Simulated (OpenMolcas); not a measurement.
Re3+: moving or changing the point charges

Re3+ among 6 point charges of -1.7 e arranged as a tetragonal octahedron (D4h), 2.09 Å from the ion, with the axial distance 1.797 Å.
```
   2.0900    0.0000    0.0000  -1.70
   0.0000    2.0900    0.0000  -1.70
  -2.0900    0.0000    0.0000  -1.70
   0.0000   -2.0900    0.0000  -1.70
   0.0000    0.0000    1.7974  -1.70
   0.0000    0.0000   -1.7974  -1.70
```

```yaml
Program: OpenMolcas
Method: "SS-CASPT2, IPEA 0.25 Eh, imaginary shift 0.1 Eh (closed shells correlated: 5s 5p)"
Basis: ANO-RCC-VDZP [7s6p4d2f1g]
Scalar_Hamiltonian: DKH2, point nucleus
Active_space: 4 electrons in 5 orbitals (5d)
State_averaging: 2S+1 = 5 even, 5 roots; 2S+1 = 3 even, 45 roots; 2S+1 = 1 even, 50 roots
Spin-orbit_coupling: RASSI with atomic mean-field integrals over the reference wave functions
```

Runs around this geometry, states (labels of D4, the rotations of D4h). Energies in cm-1 above the lowest state or level, χT in cm3 K/mol.

| R (Å) | q (e) | Axial / equatorial distance | Ground state | First state of that spin | First gap with spin-orbit (degeneracies) | χT at 300 K | First state of another spin |
| --- | --- | --- | --- | --- | --- | --- | --- |
| 2.09 | -1.36 | 0.86 | 5A1 | 5B1 8700 | 1780 (1, 2) | 0.342 | 3A2 7130 |
| 2.09 | -1.7 | 0.86 | 5A1 | 5B1 9630 | 1800 (1, 2) | 0.357 | 3A2 4320 |
| 2.31 | -1.7 | 0.86 | 5A1 | 5B1 8270 | 1780 (1, 2) | 0.312 | 3A2 9060 |
| 2.09 | -1.7 | 0.93 | 5A1 | 5B1 5140 | 2390 (1, 2) | 0.228 | 3A2 4920 |

Taking the first state of the same spin as R^-n, n = -ln(8270 / 9630) / ln(2.31 / 2.09) = 1.5 between the shortest and longest distance.

Scaling the charges by -1.36 / -1.7 = 0.80 scales the first state of the same spin by 8700 / 9630 = 0.90; with fixed orbitals a first-order splitting would follow the charge.

This shell can be high or low spin here, a state of another spin lies low, and with metal d orbitals alone active their balance is uncertain, so the ground spin may be wrong. Point charges give a weaker field than real ligands, and real ions of this kind are as a rule low spin; the high spin found here belongs to the model. Free-ion shares, where given, are those of the reference states; single-state CASPT2 does not remix them. Spin-orbit coupling mixes the spin-free states strongly: the lowest level takes only 54 % from its leading state, 5A1 (figures for R = 2.09, q = -1.36, ratio = 0.86; the like holds for R = 2.09, q = -1.7, ratio = 0.86, R = 2.31, q = -1.7, ratio = 0.86, R = 2.09, q = -1.7, ratio = 0.93). This is an electrostatic model: the charges have no orbitals. No measured value stands beside these numbers.
